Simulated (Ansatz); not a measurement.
Frontier orbitals of Cl₂H₄N₂Sn (`[NH2][Sn]([NH2])([Cl])[Cl]`).

Cartesian coordinates in Å:
```
N 1.318 -0.524 1.058
Sn -0.001 -0.215 -0.407
N -1.312 1.174 0.171
Cl 1.290 0.318 -2.261
Cl -1.304 -2.043 -1.001
H 2.124 -1.057 0.755
H 0.918 -0.976 1.871
H -2.123 1.223 -0.432
H -0.909 2.100 0.247
```

Total charge 0; spin multiplicity 1. Correlated methods include outer-core shells of Sn, which these sets cover unevenly. Sn: def2 effective core potential. The geometry is a stationary point of PBE0-D4/def2-TZVP. It is one conformer, not always the lowest. Basis def2-TZVPP, Ansatz.

```
 functional  HOMO (eV)  LUMO (eV)  gap (eV)
LDA (SPW92)      -6.87      -2.83      4.04
        PBE      -6.70      -2.54      4.16
       PBE0      -8.14      -1.60      6.54
  CAM-B3LYP      -9.55      -0.61      8.94
    ωB97M-V     -10.47       0.38     10.85
```

A quarter of exact exchange (PBE0) shifts PBE's HOMO by −1.44 eV and its LUMO by +0.94 eV; full exchange at long range (ωB97M-V) shifts them by −3.77 and +2.91 eV. The gap opens from 4.16 to 10.84 eV, since occupied levels lose self-interaction and empty ones feel all the electrons. A positive LUMO is unbound and depends on the basis.
